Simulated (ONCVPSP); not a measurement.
Potentials for Ni (Z = 28) compared

Generated with ld1.x 7.5 (TM, RRKJ, ultrasoft, PAW), atompaw 4.2 or ONCVPSP 4.0.1. The cutoff is in Ry: for ld1.x and atompaw files where the sum of valence levels is converged to 10 mRy in a Bessel basis, for ONCV files where the hardest occupied wave has 1 mHa per electron of residual kinetic energy. The error is the largest all-electron minus pseudo excitation energy over each file’s own four to seven test configurations (ionisations up to +4, promotions, holes and added fractions of an electron), all of which were solved. The labels leave out finer settings (local radius, basis sizes, second energies), which also bear on the numbers. Spin-polarised tests are not counted. The rows are a selection from randomly drawn settings: files with unsolved tests, undetermined cutoffs or missed reference levels are left out.

A true bound ghost makes a file unfit for plane-wave use even where its test errors are small: the radial tests pick states by their node count and pass the ghost by.

| potential | cutoff (Ry) | largest error (meV) | bound ghosts |
| --- | --- | --- | --- |
| ONCV, PBE, fully relativistic, rc 1.25/1.15/1.35 (spd), local smoothed, core correction yes, reference 3s2 3p6 3d8 4s2, qcut 12.5/14.9/10.1, projectors 2/2/2 | 104 | +19 | none |
| ONCV, PBE, scalar-relativistic, rc 1.70/1.70/1.35/1.60 (spdf), local smoothed, core correction no, reference 3d8 4s1.75, qcut 4.2/4.4/13.2/6.8, projectors 2/2/2/2 | 132 | +60 | s, p |
| ONCV, PBE, non-relativistic, rc 1.30/0.90/0.75 (spd), local smoothed, core correction yes, reference 3s2 3p6 3d8 4s2, qcut 8.2/14/12.2, projectors 3/2/2 | 1269 | -2.4 | none |
| ONCV, PBE, scalar-relativistic, rc 1.45/1.25/1.05 (spd), local d, core correction yes, reference 3s2 3p6 3d8 4s1.5 4p0.5, qcut 9.8/11.4/12, projectors 2/2/0 | 138 | -0.7 | none |
| ONCV, PBEsol, fully relativistic, rc 1.05/1.15/1.05 (spd), local smoothed, core correction yes, reference 3s2 3p6 3d8 4s2, qcut 11.5/11.1/15.9, projectors 2/2/3 | 184 | +3.4 | none |

Question: Fill in the row for Ni: ONCV, PBE, scalar-relativistic, rc 1.15/0.75/1.35 (spd), local smoothed, core correction yes, reference 3s2 3p6 3d8 4s2, qcut 10.7/11.8/13.6, projectors 3/2/2.

Answer: cutoff 135 Ry, largest error +1.9 meV, bound ghosts: none.
